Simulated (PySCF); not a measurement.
Species: SiHMe2(NHiPr), C5H15NSi.
InChI=1S/C5H15NSi/c1-5(2)6-7(3)4/h5-7H,1-4H3

The closed-shell ground state was solved at several levels (PySCF, density fitting, gas phase, non-relativistic). Isolated species at its PBE0-D3(BJ)/def2-SVP geometry (one conformer only).

```
         level  basis functions  total energy (Eh)  HOMO (eV)  LUMO (eV)  gap (eV)  dipole (D)
B3LYP/pcSseg-1              201          -543.8432      -6.20       0.90      7.10        0.78
 PBE0/pcSseg-1              201          -543.3737      -6.42       1.21      7.63        0.78
```

Task: Estimate the row for B3LYP/def2-SVPD, a basis of 264 functions; the other rows only guide the guess.

Result: Total energy -543.6197 Eh, HOMO -6.25 eV, LUMO 0.33 eV, gap 6.58 eV, dipole 0.72 D.

Task: Over all these levels, which gives the widest orbital gap and which the narrowest?

Result: PBE0/pcSseg-1 (global hybrid, 25 % exact exchange) has the widest, 7.63 eV, and B3LYP/def2-SVPD (global hybrid, 20 % exact exchange) the narrowest, 6.58 eV. Functional and basis both differ between the two, so the spread mixes both effects.

Task: How far do the dipole and the HOMO energy spread over the levels?

Result: The dipole runs from 0.72 to 0.78 D (mean 0.76 D) and the HOMO from -6.42 to -6.20 eV.
